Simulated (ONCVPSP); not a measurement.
# chlorine: ONCV pseudisation with PBEsol, scalar-relativistic reference atom.

ONCVPSP 4.0.1 input, shortened (lines: element, Z, core and valence counts, functional; n l f; lmax; l rc ep ncon nbas qcut; lloc lpopt rc5 dvloc0; l nproj debl; icmod fcfact rcfact), PBEsol, scalar-relativistic:

```
  Cl 17.00    3    2  -116133      upf
    1    0    2.00
    2    0    2.00
    2    1    6.00
    3    0    2.00
    3    1    5.00
    2
    0    1.35    0.00    4    9    4.20
    1    1.30    0.00    4    8    6.90
    2    1.45    0.14    3    8    7.10
    4    2    1.00    1.00
    0    2    2.80
    1    1    0.70
    2    2    2.70
    3    4.00    1.40
```

All-electron outer shells of the reference configuration (PBEsol, scalar-relativistic, ld1.x):

```json
{"shell": "2s", "level (eV)": "-252.19", "outermost node (bohr)": "0.12", "outermost maximum (bohr)": "0.36"}
{"shell": "2p", "level (eV)": "-191.42", "outermost node (bohr)": "–", "outermost maximum (bohr)": "0.30"}
{"shell": "3s", "level (eV)": "-20.62", "outermost node (bohr)": "0.56", "outermost maximum (bohr)": "1.27"}
{"shell": "3p", "level (eV)": "-8.56", "outermost node (bohr)": "0.53", "outermost maximum (bohr)": "1.43"}
```

Task: Estimate the cutoffs (Ha) at which the residual kinetic energy of the hardest occupied pseudo-wave falls to 1 and 0.1 mHa per electron.

Result: 77 Ha and 128 Ha.

Task: Does the potential have ghost states?

Result: No bound ghost flagged; no localised positive-energy state flagged.

Task: Which valence shell sets the plane-wave cutoff?

Result: 3s: 77 Ha for 1 mHa per electron, against 13 Ha for 3p.

Task: Tests: 3s2 3p4; 3s2 3p3; 3s2 3p2; 3s2 3p1. Which has the largest error in its energy relative to the reference configuration, and how large is it?

Result: 3s2 3p1, with +174 meV (all-electron minus pseudo) on +129.68 eV.
